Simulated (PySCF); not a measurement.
Vertical excitations of a molecule C5H10O from TDA-PBE0/def2-SVPD (PySCF), as energy in eV (oscillator strength): 6.94 (0.013), 7.36 (0.015), 7.51 (0.019), 7.64 (0.020), 7.97 (0.013), 8.33 (0.009). Lowest triplet (TDA): 6.79 eV. Coordinates come from a r2SCAN-D4/def2-SVP optimisation. One conformer was computed; it need not be the lowest.

### Question
Which molecule gave these data?
A) C=C[C@H](C)OC
B) CC1(O)CCC1
C) C[C@@H]1CO[C@@H]1C
D) CCOC1CC1

### Answer
D, CCOC1CC1
